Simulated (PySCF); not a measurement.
Se(I)(NH2), SMILES N[Se]I, B3LYP/def2-SVP optimised geometry.

```
5

Se    -1.05    -1.13     0.00
I      1.58    -1.13     0.00
N     -1.58     0.59     0.00
H     -1.40     1.13    -0.85
H     -1.40     1.13     0.85
```

Density from B3LYP/def2-TZVP, def2 effective core potentials past Kr run with PySCF at that geometry. The core electrons that the potentials of I replace are not part of the density.

Minimum of the electron density along straight lines between bonded atoms, close to the bond critical point (lines longer than 1.1 times the sum of covalent radii, or with two minima, are not listed):

```
bond    length / Å  ρ at the minimum / e bohr⁻³  ∇²ρ there / e bohr⁻⁵  position (fraction from the first atom)
------  ----------  ---------------------------  --------------------  ---------------------------------------
Se1–I2       2.635                        0.071                  0.02                                     0.48
Se1–N3       1.800                        0.174                  0.10                                     0.47
N3–H4        1.018                        0.334                 -1.65                                     0.74
N3–H5        1.018                        0.334                 -1.65                                     0.74
```
